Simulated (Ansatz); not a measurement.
In12P12H30⁺, a nanocrystal cut from wurtzite InP (hydrogen-capped). The state is a doublet with charge 1. Geometry PBE-D4/def2-SVP, that of the neutral singlet.

Cartesian coordinates in Å:
```
In -0.2572 4.8044 1.3162
P 2.3859 4.6650 0.9252
In -3.3031 2.4289 1.0910
P -4.3232 1.4028 -1.1107
P -0.7982 2.3186 0.7262
In -0.3735 1.7723 -1.7562
In 3.5853 2.4784 0.1812
P 2.2462 1.7298 -1.8952
In -3.5304 -0.8674 -2.1873
P -1.0048 -0.6763 -2.2524
In -0.6785 -1.3109 -4.7645
In 3.3843 -0.4369 -2.7170
P 1.9885 -1.1016 -4.8105
P -3.8152 0.3912 2.6805
In 0.1874 0.6551 2.4296
P 2.7521 0.7223 1.8804
In -2.9331 -2.0576 2.2727
P -4.0085 -2.4110 -0.1064
P -0.4621 -1.7577 1.7994
In -0.0265 -2.4388 -0.6473
In 3.9126 -1.4891 1.2257
P 2.5593 -2.0691 -0.8949
In 0.4296 -3.5218 3.5061
P 3.0339 -3.1840 2.9943
H -0.8301 5.8307 0.0318
H -0.4281 5.0310 3.0339
H 2.8297 5.6790 0.0166
H 3.1054 5.1305 2.0726
H -4.1865 3.8429 1.5866
H -4.0884 2.3901 -2.1196
H -5.7537 1.4893 -1.0985
H -1.0658 2.9266 -2.8686
H 5.3082 2.6172 -0.0124
H 2.6026 2.6971 -2.8929
H -4.5416 -1.3055 -3.5329
H -1.2323 0.0058 -5.7600
H -0.9809 -3.0137 -4.9643
H 5.1028 -0.3633 -2.9750
H 2.4220 -0.2276 -5.8589
H 2.5940 -2.2965 -5.3168
H -5.1958 0.3786 3.0652
H -3.2746 0.7702 3.9500
H -0.1323 1.0675 4.0960
H 3.4060 1.0974 3.1009
H -3.6086 -3.1643 3.4320
H -5.4080 -2.6994 0.0039
H -3.5837 -3.7160 -0.5116
H -0.4883 -4.0803 -1.0234
H 5.6428 -1.4390 1.0549
H 3.1003 -3.3330 -1.3045
H 0.2232 -2.9060 5.1214
H 0.0766 -5.1185 2.9085
H 3.7662 -2.9068 4.1934
H 3.6679 -4.4305 2.6858
```

In the def2 sets In takes a core potential; there is no spin–orbit coupling. Single mean-field runs in def2-SVP are fitted with def2-universal-jkfit. At PBE-D4/def2-SVP an occupied level lies above an empty one. At PBE-D4/def2-SVP the gap within one spin of the charge 1 doublet nearly closes, so an electron or hole may be smeared out by delocalisation error.

Task: Estimate the α-spin orbital energies around the gap (eV) in Ansatz with PBE-D4/def2-SVP, PBE0-D4/def2-SVP.

Result: 
| orbital | PBE-D4/def2-SVP | PBE0-D4/def2-SVP |
| --- | --- | --- |
| HOMO−5 | -8.65 | -9.68 |
| HOMO−4 | -8.58 | -9.63 |
| HOMO−3 | -8.51 | -9.49 |
| HOMO−2 | -8.45 | -9.46 |
| HOMO−1 | -8.42 | -9.39 |
| HOMO | -8.27 | -9.25 |
| LUMO | -4.76 | -4.11 |
| LUMO+1 | -4.59 | -3.95 |
| LUMO+2 | -4.56 | -3.89 |
| LUMO+3 | -4.54 | -3.81 |
| LUMO+4 | -4.45 | -3.77 |
| LUMO+5 | -4.42 | -3.75 |
| β HOMO | -8.22 | -9.17 |
| β LUMO | -8.28 | -8.31 |
